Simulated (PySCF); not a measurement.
SMILES O[Si](O)(O)O[SiH2][O][Ge]([Cl])([Cl])[Cl], GFN2-xTB optimised geometry.

```
16

Si    -0.15     0.39     0.00
O     -0.84    -0.34     1.27
O      1.47     0.39     0.00
O     -0.65     1.93     0.00
O     -0.65    -0.43    -1.31
Si    -1.97    -1.31    -1.55
O     -1.82    -1.71    -3.12
Ge    -2.59    -2.70    -4.29
Cl    -4.66    -2.75    -3.92
Cl    -2.14    -1.82    -6.13
Cl    -1.77    -4.63    -4.13
H     -0.88     0.12     2.10
H      1.94    -0.41    -0.22
H     -0.34     2.52    -0.68
H     -3.18    -0.51    -1.40
H     -1.94    -2.52    -0.74
```

Density from PBE0/def2-TZVP run with PySCF at that geometry.

Minimum of the electron density along straight lines between bonded atoms, close to the bond critical point (lines longer than 1.1 times the sum of covalent radii, or with two minima, are not listed):

| bond | length / Å | ρ at the minimum / e bohr⁻³ | ∇²ρ there / e bohr⁻⁵ | position (fraction from the first atom) |
|---|---|---|---|---|
| Si1–O2 | 1.617 | 0.150 | 0.93 | 0.41 |
| Si1–O3 | 1.621 | 0.148 | 0.91 | 0.41 |
| Si1–O4 | 1.614 | 0.150 | 0.95 | 0.41 |
| Si1–O5 | 1.626 | 0.143 | 0.90 | 0.41 |
| O5–Si6 | 1.602 | 0.150 | 1.00 | 0.59 |
| Si6–O7 | 1.629 | 0.138 | 0.90 | 0.41 |
| O7–Ge8 | 1.714 | 0.162 | 0.85 | 0.52 |
| Ge8–Cl9 | 2.108 | 0.115 | 0.19 | 0.43 |
| Ge8–Cl10 | 2.094 | 0.118 | 0.20 | 0.43 |
| Ge8–Cl11 | 2.103 | 0.116 | 0.20 | 0.43 |
| O2–H12 | 0.954 | 0.361 | -2.51 | 0.81 |
| O3–H13 | 0.954 | 0.361 | -2.51 | 0.81 |
| O4–H14 | 0.954 | 0.361 | -2.51 | 0.81 |
| Si6–H15 | 1.459 | 0.130 | 0.17 | 0.49 |
| Si6–H16 | 1.458 | 0.130 | 0.17 | 0.49 |
